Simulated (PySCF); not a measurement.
# Dipole response of Ti²⁺ (titanium, charge +2)

[Ar] 3d2, high-spin 3F determinant. All numbers are calculated (PySCF 2.14, the spin-free X2C one-electron Hamiltonian (Gaussian nucleus), in x2c-TZVPPall with one added diffuse shell each of s, p, d, f type (7s6p5d3f1g, 80 functions)). Coupled (time-dependent) response in atomic units; α is the mean over directions.

| method | mean α (bohr³) | C₆ (like pair) | S(−4) |
| --- | --- | --- | --- |
| wB97X | 4.846 | 14.46 | 19.62 |
| TPSS | 5.079 | 15.16 | 23.32 |

S(−4) is the Cauchy moment in α(ω) = α(0) + S(−4) ω² + …

α(iu) at wB97X:

| u (hartree) | α(iu) (bohr³) |
| --- | --- |
| 0 | 4.846 |
| 0.0500 | 4.798 |
| 0.100 | 4.665 |
| 0.200 | 4.258 |
| 0.300 | 3.823 |
| 0.500 | 3.126 |
| 0.750 | 2.521 |
| 1.00 | 2.078 |
| 1.50 | 1.461 |
| 2.00 | 1.066 |
| 3.00 | 0.6244 |
| 5.00 | 0.2811 |

A single London oscillator, α(iu) = α/(1 + u²/ω²), gives C₆ = (3/4) ω α². Matching the computed C₆ needs ω = 4 × 14.46 / (3 × 4.846²) = 0.821 hartree.

For an ion, C₆ is the dispersion term alone; charge-induced terms of lower order in 1/R come first.
